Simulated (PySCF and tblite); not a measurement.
The numbers below are computed, except where a source is named.
C8H13NSe, numbered as in [CH3:1][CH:2]([CH3:3])[c:4]1[cH:5][cH:6][n:7]([CH2:8][SeH:9])[cH:10]1.

Geometries GFN2-xTB; weights from CAM-B3LYP-D3(BJ)/6-31G* energies and GFN2-xTB thermal corrections, with symmetry numbers and mirror pairs. Conformers within 2.5 kcal/mol (GFN2-xTB free energy) were kept, 4 at most. (PySCF 2.14, tblite 0.8.)

An NOE distance is ⟨r⁻⁶⟩^(−1/6) over all pairs of like atoms and, for the average, over conformers.

Torsions listed: C1–C2–C4–C5, C6–N7–C8–Se9, N7–C8–Se9–H9. Of a mirror pair one member is shown.

| conformer | shape | weight % |
| --- | --- | --- |
| 1 | 64°, -88°, 58° | 35.3 |
| 2 | 59°, 88°, 58° | 34.8 |
| 3 | -122°, -89°, -58° | 15.2 |
| 4 | -122°, -88°, 58° | 14.7 |

**Question.** Which H–H contacts under 3.5 Å would NOEs report (pairs on one atom left out) at 298.15 K?

**Answer.** 
```json
{"pair": "H1/H3 ··· H2", "in 1 (Å)": "2.60", "in 2 (Å)": "2.60", "in 3 (Å)": "2.60", "in 4 (Å)": "2.60", "average (Å)": "2.60"}
{"pair": "H5 ··· H6", "in 1 (Å)": "2.69", "in 2 (Å)": "2.69", "in 3 (Å)": "2.70", "in 4 (Å)": "2.70", "average (Å)": "2.69"}
{"pair": "H2 ··· H10", "in 1 (Å)": "2.65", "in 2 (Å)": "2.65", "in 3 (Å)": "4.01", "in 4 (Å)": "4.01", "average (Å)": "2.80"}
{"pair": "H6 ··· H8", "in 1 (Å)": "2.80", "in 2 (Å)": "2.80", "in 3 (Å)": "2.79", "in 4 (Å)": "2.79", "average (Å)": "2.80"}
{"pair": "H8 ··· H10", "in 1 (Å)": "2.81", "in 2 (Å)": "2.80", "in 3 (Å)": "2.80", "in 4 (Å)": "2.80", "average (Å)": "2.80"}
{"pair": "H8 ··· H9", "in 1 (Å)": "3.00", "in 2 (Å)": "3.00", "in 3 (Å)": "3.00", "in 4 (Å)": "3.00", "average (Å)": "3.00"}
{"pair": "H2 ··· H5", "in 1 (Å)": "3.99", "in 2 (Å)": "3.99", "in 3 (Å)": "2.60", "in 4 (Å)": "2.60", "average (Å)": "3.09"}
{"pair": "H1/H3 ··· H5", "in 1 (Å)": "3.07", "in 2 (Å)": "3.06", "in 3 (Å)": "4.28", "in 4 (Å)": "4.28", "average (Å)": "3.22"}
{"pair": "H9 ··· H10", "in 1 (Å)": "4.42", "in 2 (Å)": "3.03", "in 3 (Å)": "3.00", "in 4 (Å)": "4.40", "average (Å)": "3.34"}
{"pair": "H6 ··· H9", "in 1 (Å)": "3.07", "in 2 (Å)": "4.44", "in 3 (Å)": "4.44", "in 4 (Å)": "3.08", "average (Å)": "3.39"}
```

Longer pairs under the limit may be missing.

**Question.** In a model where alignment follows shape alone (order matrix 0.001 × (3G/tr G − 1)/2, G the second moments of the atom positions; splitting J + 2D), what are the one-bond C–H dipolar couplings D?

**Answer.** H1/H3 -0.9 Hz (-0.7 in conformer 1), H2 5.5 Hz (6.9 in conformer 1), H5 0.6 Hz (0.3 in conformer 1), H6 -3.0 Hz (-2.2 in conformer 1), H8 2.9 Hz (3.5 in conformer 1), H10 6.5 Hz (7.2 in conformer 1).

The cap on conformers cut off some of the population, so the set may be incomplete.
